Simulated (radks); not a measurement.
The europium anion Eu- inside a hard spherical wall (all orbitals vanish at R), configuration held at [Xe] 4f8 6s2 and not refilled when levels cross. Method: scalar-relativistic Kohn-Sham, PBE, spin-polarised, spherical densities, point nucleus; open shells are filled with parallel spins first (spin-orbit coupling, left out, can overturn this in heavy ions); computed with a radial shooting solver on a logarithmic mesh with Libxc functionals. Eigenvalues in eV for spin up, with the zero of energy where the potential of the charges vanishes at infinity; a dash marks a level that is unbound or too diffuse for the functional's potential to be trusted. A positive occupied level is held by the wall or, in an anion where self-interaction has pushed it up, behind a barrier. The pressure on the wall is -dE/dV.

[
 {"R (bohr)": "15", "E (hartree)": "-10844.2810", "kinetic (hartree)": "11618.946", "e(5s)": "-42.651", "e(5p)": "-21.548", "e(4f)": "-0.962", "e(6s)": "-0.921", "e(5d, empty)": "-", "e(6p, empty)": "-", "pressure (GPa)": "0.114"},
 {"R (bohr)": "12", "E (hartree)": "-10844.2410", "kinetic (hartree)": "11618.916", "e(5s)": "-41.046", "e(5p)": "-20.043", "e(4f)": "0.841", "e(6s)": "-0.007", "e(5d, empty)": "-", "e(6p, empty)": "-", "pressure (GPa)": "0.270"},
 {"R (bohr)": "8", "E (hartree)": "-10844.1233", "kinetic (hartree)": "11618.989", "e(5s)": "-36.114", "e(5p)": "-15.393", "e(4f)": "6.155", "e(6s)": "2.622", "e(5d, empty)": "-", "e(6p, empty)": "-", "pressure (GPa)": "2.00"},
 {"R (bohr)": "6", "E (hartree)": "-10843.9205", "kinetic (hartree)": "11619.454", "e(5s)": "-32.154", "e(5p)": "-11.686", "e(4f)": "10.352", "e(6s)": "6.314", "e(5d, empty)": "8.880", "e(6p, empty)": "10.534", "pressure (GPa)": "12.1"},
 {"R (bohr)": "5", "E (hartree)": "-10843.6263", "kinetic (hartree)": "11620.320", "e(5s)": "-29.282", "e(5p)": "-9.032", "e(4f)": "13.489", "e(6s)": "10.886", "e(5d, empty)": "12.141", "e(6p, empty)": "17.033", "pressure (GPa)": "42.4"},
 {"R (bohr)": "3.5", "E (hartree)": "-10841.7375", "kinetic (hartree)": "11626.741", "e(5s)": "-19.507", "e(5p)": "0.409", "e(4f)": "25.008", "e(6s)": "34.491", "e(5d, empty)": "25.161", "e(6p, empty)": "47.639", "pressure (GPa)": "569"},
 {"R (bohr)": "3", "E (hartree)": "-10839.4438", "kinetic (hartree)": "11634.578", "e(5s)": "-11.602", "e(5p)": "8.826", "e(4f)": "34.714", "e(6s)": "58.286", "e(5d, empty)": "36.804", "e(6p, empty)": "75.996", "pressure (GPa)": "1770"},
 {"R (bohr)": "2.5", "E (hartree)": "-10833.8479", "kinetic (hartree)": "11652.732", "e(5s)": "3.618", "e(5p)": "26.103", "e(4f)": "52.502", "e(6s)": "107.92", "e(5d, empty)": "60.182", "e(6p, empty)": "132.30", "pressure (GPa)": "6550"},
 {"R (bohr)": "1.5", "E (hartree)": "-10762.1803", "kinetic (hartree)": "11861.391", "e(5s)": "156.02", "e(5p)": "201.53", "e(4f)": "170.31", "e(6s)": "546.35", "e(5d, empty)": "272.43", "e(6p, empty)": "597.12", "pressure (GPa)": "222000"}
]
